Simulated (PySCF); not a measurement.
## TiCl4: from structure and modes to constants

Method: PBE0/[Ti def2-SVP, Cl def2-SVP], no relativity, density fitting, PySCF.

The singlet minimum has Td symmetry. Masses (u): Ti 47.94795, Cl 34.96885.

```xyz
5
charge 0 multiplicity 1, angstrom
Ti    0.0000    0.0000    0.0000
Cl    1.2439    1.2439   -1.2439
Cl    1.2439   -1.2439    1.2439
Cl   -1.2439    1.2439    1.2439
Cl   -1.2439   -1.2439   -1.2439
```

Harmonic wavenumbers (cm⁻¹): 117.7 (e, ×2), 136.3 (t2, ×3), 392.5 (a1, ×1), 512.5 (t2, ×3).

Q: What is the harmonic zero-point energy?

A: Half the sum of all 9 wavenumbers, 2574/2 = 1287 cm⁻¹, which is 15.4 kJ/mol (1 cm⁻¹ = 0.0119627 kJ/mol).

Q: Give the standard entropy (298.15 K, 1 bar) by its translational, rotational, vibrational and spin parts, and Cp.

A: Sackur–Tetrode with M = 187.82 u gives 174.2; rotation with symmetry number 12 gives 103.6; vibration 74.1; spin R ln 1 = 0.0. The total is 351.9 J/(mol K), and Cp = 4 R + 61.8 = 95.1 J/(mol K).

Stability towards spin polarisation was not tested. Other isomers or separated fragments may lie lower.
